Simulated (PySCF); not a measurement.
A side-by-side comparison of computed properties.

First species: n-PeOH, C5H12O.
InChI=1S/C5H12O/c1-2-3-4-5-6/h6H,2-5H2,1H3

Second species: CH₁₂S₂Si₄.
InChI=1S/CH12S2Si4/c1-7(3-5)6-2-4/h7H,6H2,1,4-5H3/t7-/m0/s1

Levels: PBE0/pcSseg-1 for dipole moment, HOMO energy, LUMO energy and HOMO–LUMO gap; GFN2-xTB for rotational constant A and rotational constant C. Geometries: GFN2-xTB. Each structure is a single optimised conformer of the isolated species, non-relativistic unless stated; the electronic structure was computed with PySCF and density fitting.

The conformers computed, where there is a choice (atom-mapped SMILES and torsion angles):
- `[CH3:1][CH2:2][CH2:3][CH2:4][CH2:5][OH:6]`: C1–C2–C3–C4 180°, C2–C3–C4–C5 180°, C3–C4–C5–O6 -179°, H–O6–C5–C4 -56°
- `[CH3:1][Si@H:2]([SiH2:3][S:4][SiH3:5])[S:6][SiH3:7]`: C1–Si2–Si3–S4 61°, Si2–Si3–S4–Si5 180°, C1–Si2–S6–Si7 -52°

```tsv
property	column X	column Y
dipole moment	1.78 D	0.81 D
HOMO energy	-7.59 eV	-7.24 eV
LUMO energy	1.40 eV	-0.96 eV
HOMO–LUMO gap	8.99 eV	6.28 eV
rotational constant A	15.636 GHz	2.830 GHz
rotational constant C	1.109 GHz	0.277 GHz
```

(1) Which column belongs to which species?

(2) How does each property change from the first species to the second?

Results:

(1) Column X is the first species and column Y the second. The first has 18 atoms and 50 electrons, the second 19 and 106.

(2) dipole moment -0.97 D; HOMO energy +0.35 eV; LUMO energy -2.36 eV; HOMO–LUMO gap -2.71 eV; rotational constant A -12.806 GHz; rotational constant C -0.832 GHz.

On the first: The dipole matches unit charges of opposite sign 0.37 Å apart (1 e·Å = 4.8032 D).

On the second: The dipole equals about 2.7 × 10⁻³⁰ C·m (1 D = 3.33564 × 10⁻³⁰ C·m).
